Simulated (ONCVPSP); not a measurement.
## An all-electron radial function and its pseudo partner (Mg (Z = 12))

Columns: radius, all-electron u(r) and pseudo u(r) of the 2s shell (level -88.09 eV) of magnesium in the configuration [He] 2s2 2p6 3s1; LDA (Perdew-Zunger), non-relativistic, ONCV scheme, ONCVPSP 4.0.1.

| r (bohr) | all-electron | pseudo |
| --- | --- | --- |
| 0.060 | -0.5549 | 0.1893 |
| 0.120 | -0.3895 | 0.3747 |
| 0.180 | -0.0032 | 0.5521 |
| 0.240 | 0.3946 | 0.7165 |
| 0.300 | 0.7237 | 0.8625 |
| 0.360 | 0.9639 | 0.9850 |
| 0.420 | 1.1192 | 1.0792 |
| 0.480 | 1.2031 | 1.1422 |
| 0.540 | 1.2321 | 1.1735 |
| 0.600 | 1.2206 | 1.1749 |
| 0.660 | 1.1804 | 1.1497 |
| 0.720 | 1.1213 | 1.1033 |
| 0.780 | 1.0506 | 1.0414 |
| 0.840 | 0.9737 | 0.9698 |
| 0.900 | 0.8947 | 0.8934 |
| 0.960 | 0.8162 | 0.8159 |
| 1.020 | 0.7402 | 0.7402 |
| 1.080 | 0.6680 | 0.6680 |
| 1.140 | 0.6002 | 0.6002 |
| 1.200 | 0.5374 | 0.5374 |
| 1.260 | 0.4796 | 0.4796 |
| 1.320 | 0.4269 | 0.4269 |
| 1.380 | 0.3791 | 0.3791 |
| 1.440 | 0.3359 | 0.3359 |
| 1.500 | 0.2971 | 0.2971 |
| 1.560 | 0.2623 | 0.2623 |

(1) How many radial nodes do the two functions have?

(2) At about which radius was the pseudo-wave matched?

(3) Is the pseudo-wave norm-conserving?

Answers

(1) The all-electron 2s function has n − l − 1 = 1; the pseudo-wave has 0, since the states of the same l below it are removed with the core.

(2) 1.15 bohr. The columns agree to 0.0005 from 0.96 bohr on; several derivatives are matched, so the curves merge somewhat inside the radius.

(3) Yes: the ONCV scheme keeps the norm inside the radius equal to the all-electron one, which fixes the energy derivative of the logarithmic derivative at the level.
